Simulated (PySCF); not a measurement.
## Identify the compound

The spectra below were simulated for a compound C3H8BF3O2Si.

1H NMR (600 MHz, computed): δ 3.86 (m, 2H), 3.74 (s, 6H).

13C{1H} NMR (computed): δ 133.4 (C), 53.3 (CH3).

- geometry from PBE0-D3(BJ)/def2-SVP
- KT3/pcSseg-1 with gauge-including orbitals
- run in PySCF 2.14
- no relativistic terms, a single conformation, one averaged value for each set of equivalent atoms, gas phase

Shifts are taken against calculated references (same method and geometry level): TMS for 1H, 13C.

Q: Deduce the structure.

A: 
2 carbon signals for 3 carbons: some carbons are equivalent by symmetry or fast rotation. Carbon types of the structure: 1 × C, 2 × CH3, leaving 2 H on heteroatoms. δC 133.4: CF3 carbon; 3 electronegative neighbours deshield it. δC 53.3: methyl carbon bonded to O; the inductive effect lowers its shielding. δH 3.86: hydrogen on a silicon bonded to C, B. δH 3.74: hydrogen on a methyl carbon bonded to O; its carbon carries O, an electronegative neighbour.

These data were computed for `COB(OC)[SiH2]C(F)(F)F`.

The data come from this structure; uniqueness wasn't tested.

Splittings by 19F in the carbon and heteronuclear signals aren't shown, as no couplings were computed. Shifts are as computed, not scaled to solution data. Of 1309 compounds with measured shifts, 239 miss one by over three times the rms of a fit or turn the order of signals round; such compounds aren't used in these exercises. No couplings were computed; multiplicities are counted from neighbouring protons, with m where these are inequivalent, close in shift, in a saturated or five-membered ring or joined by F or P, and br s for small geminal =CH2 splittings.
